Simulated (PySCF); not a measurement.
**SrSb: frontier orbitals**

UHF at R = 3.275 Å; Sr def2-SVP with ECP28, Sb def2-SVP with ECP28; scalar-relativistic core potentials (PySCF 2.14). State: ⁴Σ⁻ (quartet), unpaired electrons σ ↑, π ↑↑. Only the outer orbitals are listed, counted within each symmetry, core potentials removing the inner ones.

```tsv
spin	orbital	occ.	ε (eV)	on Sr (%)	main shells (%)
α	3π	1	-30.45	100	100 Sr p
α	3π	1	-30.45	100	100 Sr p
α	5σ	1	-30.33	99	100 Sr p
α	6σ	1	-18.03	2	98 Sb s
α	4π	1	-7.80	6	94 Sb p
α	4π	1	-7.80	6	94 Sb p
α	7σ	1	-7.63	22	76 Sb p, 19 Sr s
α	8σ	1	-5.34	89	65 Sr s, 22 Sr p, 11 Sb p
α	5π	0	0.25	100	86 Sr p, 13 Sr d
α	5π	0	0.25	100	86 Sr p, 13 Sr d
α	9σ	0	0.82	101	48 Sr p, 46 Sr d
β	3π	1	-30.38	100	100 Sr p
β	3π	1	-30.38	100	100 Sr p
β	5σ	1	-30.18	100	100 Sr p
β	6σ	1	-14.03	5	94 Sb s
β	7σ	1	-6.30	25	73 Sb p, 17 Sr s
β	8σ	0	-0.01	94	78 Sr s, 11 Sr p
β	4π	0	0.64	71	61 Sr p, 29 Sb p, 10 Sr d
β	4π	0	0.64	71	61 Sr p, 29 Sb p, 10 Sr d
```

Q: Which are the highest filled and the lowest empty level, where do they sit, and how wide is the gap?

A: Highest filled α 8σ at -5.34 eV (in %: 65 Sr s, 22 Sr p, 11 Sb p); lowest empty β 8σ at -0.01 eV (in %: 78 Sr s, 11 Sr p); the gap at UHF is 5.33 eV.

The bond order (Mayer) is 0.84 and the ⟨S²⟩ is 3.766. The charge on Sr (Mulliken, basis-dependent) is 0.47. The charge on Sr (Löwdin, basis-dependent) is 0.11 and the dipole moment (positive dipole means Sr(−)Sb(+)) is -4.77 D. The polarisability along the bond is 248.5 bohr³ and the polarisability across the bond is 252.5 bohr³.

Shares are Mulliken populations and can fall outside 0 to 100 %.

Spin–orbit coupling is left out. The state is the lowest determinant that a PBE0 search found; another state may lie lower at other levels.
